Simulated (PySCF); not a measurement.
Precursor series Zr Cl-H. Isolated molecules, 0 K electronic values unless said otherwise.

Method: TPSSh-D3(BJ)/def2-TZVP // r2SCAN-D4/def2-SVP in PySCF. 

```
species                                 coordination number  HOMO–LUMO gap (eV)  mean distance from the central atom to its bonded neighbours (Å)  LUMO (eV)
--------------------------------------  -------------------  ------------------  ----------------------------------------------------------------  ---------
0 of 4 Cl replaced by H ([Zr(Cl)4])                       4                5.83                                                             2.330      -3.18
1 of 4 Cl replaced by H ([Zr(Cl)3(H)])                    4                5.41                                                             2.205      -3.16
3 of 4 Cl replaced by H ([Zr(Cl)(H)3])                  [?]                5.09                                                             1.965        [?]
4 of 4 Cl replaced by H ([Zr(H)4])                      [?]                5.07                                                             1.848        [?]
```

Problem. Fill in the missing entries.

Solution. 
- 3 of 4 Cl replaced by H ([Zr(Cl)(H)3]), coordination number: 4
- 3 of 4 Cl replaced by H ([Zr(Cl)(H)3]), LUMO (eV): -2.99
- 4 of 4 Cl replaced by H ([Zr(H)4]), coordination number: 4
- 4 of 4 Cl replaced by H ([Zr(H)4]), LUMO (eV): -2.88
